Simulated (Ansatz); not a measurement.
Species: SiBr2, net charge 1, doublet state. 
Structure (B3LYP-D3(BJ)/def2-TZVP (Ansatz, a program for electronic structure) minimum search):
```xyz
3

Si     0.0051     0.0044     0.8554
Br     1.0471    -1.5669    -0.1694
Br    -1.0491     1.5652    -0.1728
```
Charge +1, spin multiplicity 2.

Basis-set convergence of Hartree-Fock and MP2 correlation energies (hartree) with Ansatz. Cores are frozen in the correlated levels unless marked. UHF or UKS for open shells. Spin-orbit coupling is left out. The frozen core is the preceding noble-gas configuration, with the filled d and f shells of earlier blocks. Non-relativistic.

```json
[
 {"basis": "def2-SVPD", "functions": "106", "E(HF)": "-5432.79841", "E(corr, MP2)": "-0.30731"},
 {"basis": "def2-TZVPPD", "functions": "162", "E(HF)": "…", "E(corr, MP2)": "…"}
]
```

Problem. Fill in the missing entries.

Solution. 
- def2-TZVPPD, E(HF): -5433.53180
- def2-TZVPPD, E(corr, MP2): -0.39053
